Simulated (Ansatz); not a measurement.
A nudged elastic band was laid between two geometries of ClF2HHfO + H2 (8 atoms, charge 0, multiplicity 1).

These are results of RKS BLYP-D4/def2-SVP (Ansatz), not measurements.

```yaml
movable_images: 5
climbing_image: yes
spring: 5.0 eV/Å²
optimiser: quadratic models (default)
start_path: through a guess of the saddle point
force_threshold: 0.05 eV/Å
iteration_limit: 60
end_points: relaxed
```

First end point:

```xyz
8
Properties=species:S:1:pos:R:3
Hf -0.245 -0.182 -0.027
O -0.512 -0.275 1.876
H -0.646 -0.388 2.827
F 1.632 -0.139 -0.466
Cl -1.383 1.677 -0.990
F -0.959 -1.781 -0.821
H 1.314 2.456 1.194
H 1.050 2.077 1.805
```

Last end point:

```xyz
8
Properties=species:S:1:pos:R:3
Hf -0.101 0.550 -0.171
O 0.480 -0.094 2.038
H -0.279 -0.431 2.556
F 1.736 0.072 -0.511
Cl -0.902 1.350 -2.259
F -1.488 -0.690 0.390
H -0.170 2.176 0.730
H 0.976 0.513 2.624
```

Question: Which bonds break or form, and what moves?

Answer: Bonds broken: H7–H8. Bonds formed: Hf1–H7, O2–H8. ClF2HHfO + H2 becomes ClF2H3HfO.

Question: What energy profile does the band end with?

Answer: It converged. The highest image is number 4 of 0 to 6, 128.3 kJ/mol above the first end and 36.7 kJ/mol above the last; the last end lies 91.6 kJ/mol above the first. A vibrational analysis at the climbing image gives one clearly imaginary mode, 1021i cm⁻¹: a first-order saddle point. The orbitals stay closed-shell, which can raise the energy where a bond breaks towards radicals; this wasn't checked here.

```
image  path coordinate (Å)  energy (kJ/mol)  H7–H8 (Å)  Hf1–H7 (Å)  O2–H8 (Å)
    0                 0.00              0.0       0.77        3.30       2.82
    1                 0.80              2.2       0.77        3.27       2.72
    2                 1.59             16.2       0.77        2.91       2.31
    3                 2.39             51.5       0.78        2.42       1.91
    4                 3.19            128.3       1.09        2.07       1.20
    5                 4.14             95.1       1.97        1.88       0.98
    6                 5.08             91.6       2.77        1.86       0.98
```

Question: What is the geometry of the highest image?

Answer: 
```xyz
8
Properties=species:S:1:pos:R:3:forces:R:3
Hf 0.074 0.324 -0.050 0.02 -0.01 -0.03
O 0.361 -0.022 2.082 0.03 -0.01 0.02
H -0.226 -0.468 2.726 -0.02 0.02 0.00
F 1.761 -0.255 -0.751 -0.01 0.01 0.01
Cl -0.842 1.791 -1.687 -0.01 0.01 0.00
F -1.260 -1.062 -0.072 -0.01 -0.01 0.00
H 0.155 1.970 1.205 0.00 -0.01 0.00
H 0.228 1.167 1.945 -0.01 0.00 0.00
```

Question: What are the harmonic wavenumbers there?

Answer: 1021i, 55, 134, 146, 154, 179, 241, 360, 368, 530, 544, 651, 658, 982, 1301, 1570, 1800, 3679 cm⁻¹.

Time of the run: 3.8 min on 2 threads of Arm Neoverse V1, on a shared host, peak memory 0.21 GiB.
